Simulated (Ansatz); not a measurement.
B3As3H12, a cluster cut from wurtzite BAs (hydrogen-capped). The state is a triplet with charge 0. Geometry B3LYP-D4/def2-SVP, that of the neutral singlet; atoms count from 1.

```xyz
18

As    1.4712    0.2539    1.2221
B    -0.1984   -0.7310    1.9385
As   -1.2010   -1.4810    0.2944
B     1.2339    1.6524   -0.2808
As    0.1348    0.7423   -1.7758
B    -1.6308   -0.2085   -1.2763
H     2.1784    0.9110    2.3841
H     2.5401   -0.7490    0.8350
H     0.1167   -1.6213    2.6957
H    -0.9181    0.1298    2.4022
H    -0.5001   -2.7229   -0.2197
H    -2.4879   -2.1177    0.7643
H     2.3073    2.0239   -0.6989
H     0.5162    2.5163    0.1800
H     1.0202   -0.1924   -2.5760
H    -0.1558    1.7641   -2.8498
H    -2.3535    0.6525   -0.8178
H    -2.0733   -0.8224   -2.2210
```

At PBE0-D4/def2-TZVP a singlet of charge 0 lies 5.83 eV below the triplet at the same geometry.

(1) Estimate the Mulliken populations from the PBE0/def2-TZVP orbitals of Ansatz.

(2) Where does the spin sit?

(3) And the Mayer bond orders between bonded heavy atoms (over 0.3)?

Answers

(1) 
```tsv
atom	charge (e)	spin (α − β)
As1	0.22	0.32
B2	-0.34	0.09
As3	0.22	0.33
B4	-0.34	0.10
As5	0.16	0.15
B6	-0.34	0.10
H7	-0.04	0.23
H8	0.08	-0.01
H9	0.10	0.12
H10	0.03	0.02
H11	0.08	-0.01
H12	-0.04	0.23
H13	0.05	0.02
H14	0.02	0.01
H15	0.07	-0.01
H16	-0.01	0.26
H17	0.02	0.01
H18	0.05	0.03
```
Mulliken values and Mayer orders depend strongly on the basis.

(2) Summed by element: As 0.80, B 0.29, H 0.92, of 2 unpaired in all. Largest on single atoms: As3 0.33, As1 0.32, H16 0.26.

(3) As1–B2 0.90 (2.07 Å); As1–B4 0.76 (2.07 Å); B2–As3 0.89 (2.07 Å); As3–B6 0.76 (2.07 Å); B4–As5 0.91 (2.07 Å); As5–B6 0.92 (2.07 Å).
